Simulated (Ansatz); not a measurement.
Name a neutral molecule of Al, C, O, Si and H with size of the dipole moment (PBE/def2-TZVPP) between 0.35 and 0.65 D and HOMO energy (PBE0/def2-TZVPP) between -6.50 and -6.20 eV (Ansatz, PBE0-D4/def2-TZVP geometry).

`C[Si](O)([AlH2])[AlH2]` (0.55 D, -6.26 eV). Other molecules can fit too; these were computed, each in one conformer that needn't be the lowest.
